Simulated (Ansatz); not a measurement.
Mulliken charges of CH5ClNOTa, SMILES `[CH3][Ta](=[NH])([OH])[Cl]` from PBE/def2-TZVPP in Ansatz (PBE0-D4/def2-TZVP geometry).

```json
{"atom": "C1", "x (Å)": "-1.349", "y (Å)": "-0.278", "z (Å)": "-0.536", "charge (e)": "-0.429"}
{"atom": "Ta2", "x (Å)": "0.532", "y (Å)": "0.384", "z (Å)": "0.272", "charge (e)": "0.741"}
{"atom": "N3", "x (Å)": "0.681", "y (Å)": "-0.547", "z (Å)": "1.756", "charge (e)": "-0.382"}
{"atom": "O4", "x (Å)": "1.881", "y (Å)": "-0.197", "z (Å)": "-0.942", "charge (e)": "-0.349"}
{"atom": "Cl5", "x (Å)": "0.384", "y (Å)": "2.666", "z (Å)": "0.657", "charge (e)": "-0.264"}
{"atom": "H6", "x (Å)": "-1.378", "y (Å)": "-1.362", "z (Å)": "-0.677", "charge (e)": "0.114"}
{"atom": "H7", "x (Å)": "-2.154", "y (Å)": "-0.014", "z (Å)": "0.158", "charge (e)": "0.115"}
{"atom": "H8", "x (Å)": "-1.549", "y (Å)": "0.206", "z (Å)": "-1.499", "charge (e)": "0.101"}
{"atom": "H9", "x (Å)": "0.859", "y (Å)": "-1.083", "z (Å)": "2.589", "charge (e)": "0.161"}
{"atom": "H10", "x (Å)": "2.174", "y (Å)": "0.174", "z (Å)": "-1.775", "charge (e)": "0.193"}
```

Problem. By hand: the dipole of these point charges (1 e Å = 4.8032 D).

Solution. Σ q r = (-0.048, -0.299, -0.220) e Å, of length 0.374 e Å = 1.80 D.

Problem. How does the dipole of the full density compare? (An estimate is asked.)

Solution. Ansatz gave: (0.056, -0.095, -0.342) e Å, 1.73 D; the point charges give 1.04 times that, at 41° from its direction.

Point charges leave out the atoms' own dipoles, such as those of lone pairs, and Mulliken's split depends on the basis, so the two needn't agree.
